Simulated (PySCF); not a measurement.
The isolated species `[CH3][GeH2][Cl]` is ionised with Mg Kα (hν = 1253.6 eV). Calculated photoelectron kinetic energies of its computed core levels, recoil neglected:

```json
{"line": "1", "kinetic energy (eV)": "1048.19"}
{"line": "2", "kinetic energy (eV)": "1046.54"}
{"line": "3", "kinetic energy (eV)": "962.82"}
```

Level of theory: delta-SCF UKS SCAN, pcX-2 on the ionised atom, pcseg-1 elsewhere, spin-free X2C (PySCF).

Task: Convert to binding energies and name the level and atom behind each line. Numbering: `[CH3:1][GeH2:2][Cl:3]`.

Result: Against the vacuum level, binding energy = hν − kinetic energy.

```tsv
line	binding energy (eV)	level	atoms	environment
1	205.41	Cl 2p3/2	Cl3	chlorine bonded to Ge
2	207.06	Cl 2p1/2	Cl3	chlorine bonded to Ge
3	290.78	C 1s	C1	sp3 carbon bound to germanium
```

Out of reach at this photon energy: Cl 1s (2828.0 eV).

Task: Where does line 1 move with hν = 1486.6 eV?

Result: To 1486.6 − 205.41 = 1281.19 eV; every photoline shifts by the change in photon energy, +233.0 eV.

Task: Give the binding energy of Cl 2p3/2 of Cl3 in hartree and in kJ/mol.

Result: 205.41 eV = 7.5487 Eh = 19819 kJ/mol.

Other core shells, valence and Auger electrons aren't listed. The 2p values aren't plain energy differences: one relaxed spin-free 2p hole is combined with a matrix within the shell (ground-state 2p orbital-energy differences and spin–orbit coupling). 2p3/2, the mean of its two sublevels, lies a third of the splitting below the shell's mean and 2p1/2 two thirds above it; the statistical areas are 2:1. 2p1/2 minus 2p3/2 (ligand field included): Cl 1.65 eV. No level of germanium is listed. Geometry: PBE0-D3(BJ)/def2-SVP; no solvent, vibrations or thermal averaging.

On one thread of an Arm Neoverse V1, shared host, this took 13 s.
